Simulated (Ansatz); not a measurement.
Coupled-cluster diagnostics for the cluster K4H4 (the lowest singlet isomer of a short search), Ansatz.

Geometry of the singlet (r2SCAN-D4/def2-SVP):

```
atom    x (Å)    y (Å)    z (Å)
  K1   0.4136   0.3809  -2.2497
  K2  -1.9674   1.0615   0.6147
  K3  -0.2025  -2.2797   0.3737
  K4   1.7562   0.8373   1.2616
  H5   0.1963   2.2076  -0.3620
  H6   1.9053  -1.0280  -0.5950
  H7  -1.7009  -0.8106  -1.2219
  H8  -0.4005  -0.3690   2.1785
```

Correlated methods freeze 20 core orbitals; core or outer-core shells of K are correlated, in sets that lack core-valence functions. The structure comes from a short search, and lower isomers may exist.

Question: Estimate the CCSD(T) correlation energy, the shares of MP2 and (T), T1 and the reference's ⟨S²⟩ for: charge 0, singlet, own geometry in def2-TZVPP; and the rough time on 4 threads of Arm Neoverse V2 on a shared host.

Answer: 
| state | basis | correlation (eV) | MP2 share (%) | (T) share (%) | T1 | ⟨S²⟩ (pure) | wall time |
| --- | --- | --- | --- | --- | --- | --- | --- |
| charge 0, singlet, own geometry | def2-TZVPP | -22.538 | 89.8 | 1.3 | 0.007 | 0.00 (0.00) | 66 s |
Customary marks for T1 are 0.02 (closed shells), 0.045 (open shells) and about 0.05 (3d metals). T1 stays under 0.02 throughout.
